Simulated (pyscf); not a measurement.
`[Cl][GeH2][GeH3]` → `[GeH4]` + `[Cl][GeH]` [singlet] (1,1-elimination; singlet surface; Ge–Ge, Ge–H broken, Ge–H formed). Single points on ωB97X-D3(BJ)/def2-SVP structures (PySCF, gas phase). Correlated levels are frozen-core, on RHF or UHF. ΔMP2 is the change of the MP2 total energy from the triple- to the quadruple-zeta basis. Energies in eV from the reactant's lowest minimum found.

```tsv
level	barrier	reaction energy
ωB97X-D3(BJ)/def2-TZVP	2.05	+1.72
ωB97M-D3(BJ)/def2-TZVP	1.92	+1.33
HF/def2-TZVP	2.39	+1.25
MP2/def2-QZVPP	2.00	+1.66
CCSD/def2-TZVPP	2.05	+1.53
CCSD(T)/def2-TZVPP	1.98	+1.56
CCSD(T)/def2-TZVPP + ΔMP2(QZVPP)	1.93	+1.52
```

On the product side the descent ends in a complex (not fully relaxed), 0.32 eV under the separated species and 0.66 eV under the saddle at ωB97X-D3(BJ)/def2-TZVP. One saddle was located; it need not be the lowest between these sides. The CCSD(T) − MP2 part came from Ansatz, without density fitting, on the same reference. The frozen core leaves the outer d or s,p core shells of the metals and heavy elements correlated in the MP2 and CC values, and def2-TZVPP describes them poorly, which can shift differences by a few kcal/mol. Elements up to Kr have no core potential and no relativistic terms here.
